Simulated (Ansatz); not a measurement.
`C[O][Ga]([CH3])[NH2]` + `N=C=CCF` → `[CH3][Ga]([NH2])[CH2]F` + `COC=C=N`  (formal exchange of groups at a Ga–O bond)

Program: Ansatz. Geometries: PBE0-D4/def2-TZVP. ΔE: electronic, gas phase. CCSD(T)/CBS adds triple-zeta CCSD(T) − MP2 to the extrapolated MP2 energy (def2 sets, frozen cores). Functionals use def2-TZVPP. For Ga outer-core shells are correlated without core-valence functions, which leaves a few kJ/mol of doubt a bond. Scalar relativity is left out up to krypton. Each species was taken in one conformer, which may not be the lowest.

| level | ΔE (kJ/mol) |
| --- | --- |
| ωB97X-V | 147.6 |
| ωB97M-V | 146.2 |
| PBE | 135.6 |
| CCSD(T)/def2-TZVPP | 151.4 |

Question: What does CCSD(T)/CBS give? (Best estimate.)

Answer: Computed: +150.8 kJ/mol. The listed levels differ from it by -3.2, -4.6, -15.2, 0.6 kJ/mol.

Largest T1 diagnostic among the species: 0.014.

From PBE to PBE0 (25 % exact exchange), in def2-TZVPP and without D4, ΔE moves by +7.4 kJ/mol.
